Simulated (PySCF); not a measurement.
C₉H₁₂N₂.
Atom-mapped SMILES: `[CH3:1]/[N:2]=[CH:3]\[CH:4]=[C:5]1\[CH2:6][CH2:7][C@@H:8]([C:9]#[N:10])[CH2:11]1` (hydrogens: H12, H13, H14 on C1; H15 on C3; H16 on C4; H17, H18 on C6; H19, H20 on C7; H21 on C8; H22, H23 on C11)

Level of theory: PBE0-D3(BJ)/def2-SVP geometry optimisation, gas phase in PySCF 2.14.0.

Question: What internal coordinates does the optimisation give?

Answer: 
```
                  bond  length (Å)   order
                 C1–N2       1.432  single
                 N2=C3       1.275  double
                 C3–C4       1.460  single
                 C4=C5       1.345  double
                 C5–C6       1.509  single
                 C6–C7       1.527  single
                 C7–C8       1.539  single
                 C8–C9       1.463  single
                C9≡N10       1.158  triple
                C8–C11       1.543  single
                C5–C11       1.514  single
C1–H12, C1–H13, C1–H14       1.104  single
                C3–H15       1.102  single
                C4–H16       1.093  single
                C6–H17       1.105  single
                C6–H18       1.100  single
                C7–H19       1.102  single
                C7–H20       1.099  single
                C8–H21       1.101  single
               C11–H22       1.099  single
               C11–H23       1.103  single
```

Bonds in one row agree within 0.01 Å and their mean is given. Orders are formal, as drawn. A selection of angles:
```
      angle  degrees
  N2–C1–H12    108.9
  N2–C1–H14    117.0
 H12–C1–H13    105.8
 H12–C1–H14    108.0
   C1–N2–C3    122.2
   N2–C3–C4    129.4
  N2–C3–H15    115.3
  C4–C3–H15    115.3
   C3–C4–C5    123.7
  C3–C4–H16    118.6
  C5–C4–H16    117.7
   C4–C5–C6    124.9
  C4–C5–C11    126.4
  C6–C5–C11    108.7
   C5–C6–C7    104.6
  C5–C6–H17    109.1
  C5–C6–H18    112.8
  C7–C6–H17    109.7
  C7–C6–H18    113.7
 H17–C6–H18    106.9
   C6–C7–C8    103.1
  C6–C7–H19    110.5
  C6–C7–H20    114.0
  C8–C7–H19    108.2
  C8–C7–H20    113.1
 H19–C7–H20    107.9
   C7–C8–C9    111.0
  C7–C8–C11    103.1
  C7–C8–H21    112.3
  C9–C8–C11    111.3
  C9–C8–H21    107.2
 C11–C8–H21    111.9
  C8–C9–N10    179.2
 C8–C11–H22    112.7
 C8–C11–H23    108.8
  C5–C11–C8    104.8
 C5–C11–H22    113.6
 C5–C11–H23    110.0
H22–C11–H23    107.0
```

Dihedral angles: C1–N2–C3–C4 0° (synperiplanar); N2–C3–C4–C5 -179° (antiperiplanar); C3–C4–C5–C6 180° (antiperiplanar); C4–C5–C6–C7 -163° (antiperiplanar); C5–C6–C7–C8 -35° (synclinal); C6–C7–C8–C9 -80° (synclinal); C7–C8–C11–C5 -30°; C4–C5–C11–C8 -172° (antiperiplanar).

The 5-membered ring C5–C6–C7–C8–C11 has internal angles of 103.1° to 108.7°; it is puckered, 0.17 Å rms from its mean plane, widest ring torsion 40°. The 3 C–N bonds span 1.158 Å (C9≡N10, drawn triple) to 1.432 Å (C1–N2, drawn single), a spread of 0.274 Å. Of the pairs four or more bonds apart, H14···H16 is among the closest relative to their van der Waals radii: 1.99 Å, 83 % of the sum of Bondi's values. The C–C distances run from 1.345 Å (C4=C5, drawn double) to 1.543 Å (C8–C11, drawn single), a spread of 0.198 Å. N2 (imine nitrogen) is bent (angle 122.2°).

Point group: C1 (no symmetry element, even within 0.4 Å). PBE0-D3(BJ)/def2-SVP frequencies: not computed here. The numbers are those of one conformer.
